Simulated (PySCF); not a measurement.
**Correlation energy of Mg+ (magnesium, charge +1)**

[Ne] 3p1, 2P determinant (an excited configuration). Calculation: PySCF 2.14, in def2-QZVPPD (9s5p5d2f, 63 functions); the non-relativistic Hamiltonian (point nucleus). Frozen: 1s2; 9 electrons correlated.

MP2 pair energies summed by pair of shells (mhartree):

| pair | energy | share (%) |
| --- | --- | --- |
| 2p-2p | -137.02 | 72.3 |
| 2s-2p | -38.28 | 20.2 |
| 2s-2s | -9.09 | 4.8 |
| 2p-3p | -4.78 | 2.5 |
| 2s-3p | -0.43 | 0.2 |

Total MP2 correlation energy: -189.61 mhartree.

Same-spin part -48.70 and opposite-spin part -140.91 mhartree; SCS-MP2 scales them by 1/3 and 6/5 to -185.33 mhartree.

This basis was not built for core-valence correlation, so the inner-shell part is incomplete.
